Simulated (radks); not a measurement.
Values are calculated unless marked as measured or tabulated.
Species: Yb63+. Configuration: [He] 2s2 2p3 (the NIST ground configuration). Code: a radial shooting solver on a logarithmic mesh with Libxc functionals. Model: scalar-relativistic Kohn-Sham, exchange-only LDA, spin-polarised, spherical densities, point nucleus; open shells are filled with parallel spins first (spin-orbit coupling, left out, can overturn this in heavy ions).

Normalised radial functions P(r) = r R(r), r in bohr:

| r | 1s up |
|---|---|
| 0.001106 | 1.7427 |
| 0.001362 | 2.0471 |
| 0.00169 | 2.4089 |
| 0.002097 | 2.8190 |
| 0.002603 | 3.2765 |
| 0.003205 | 3.7568 |
| 0.003977 | 4.2860 |
| 0.004936 | 4.8267 |
| 0.006127 | 5.3489 |
| 0.007543 | 5.7951 |
| 0.009362 | 6.1479 |
| 0.01162 | 6.3268 |
| 0.01442 | 6.2703 |
| 0.01775 | 5.9488 |
| 0.02204 | 5.3232 |
| 0.02735 | 4.4365 |
| 0.03394 | 3.3857 |
| 0.04179 | 2.3546 |
| 0.05186 | 1.4151 |
| 0.06437 | 0.7201 |
| 0.07989 | 0.2982 |
| 0.09915 | 0.0956 |
| 0.1221 | 0.0237 |
| 0.1515 | 0.0038 |
| 0.188 | 0.0004 |
| 0.2334 | 0.0000 |
| 0.2873 | 0.0000 |
| 0.3566 | 0.0000 |
| 0.4426 | 0.0000 |
| 0.5493 | 0.0000 |

1s up: eigenvalue -67625 eV, 0 radial nodes, <r> = 0.0196 bohr, 90 % of the charge inside 0.0356 bohr.
